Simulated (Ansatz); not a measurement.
```yaml
crystal:
  periodic: [false, false, false]
  atoms:
    - {symbol: Ge, position_ang: [-1.037553, -0.458290, -1.211289]}
    - {symbol: Te, position_ang: [-0.741578, 2.144753, -0.964295]}
    - {symbol: Te, position_ang: [-1.242297, -0.366096, 1.562574]}
    - {symbol: Te, position_ang: [1.398836, -0.823086, 1.929060]}
    - {symbol: Te, position_ang: [1.622591, -0.497281, -1.316041]}
basis:
  gaussian: {orbitals: def2-TZVP, initial_orbitals: start.molden}
magnetization: {spin_polarized: true, initial_magnetization: 4}
hamiltonian: {xc: {name: wB97X-V}}
scf: {omitted_lower_state_checks: [starts]}
output: {orbitals: {seedname: orbitals}}
```

The file start.molden holds the orbitals of an earlier run on this structure, at another level or in another basis.

```sh
$ ansatz run in.yaml --threads 4 --pin off --events-out ev --progress --plain --max-ram 4787MiB
```

Problem. Does this run fit into the memory that it is given?

Solution. No. It has 248 basis functions, and Ansatz plans for 5.36 GiB where 4.67 GiB are given.
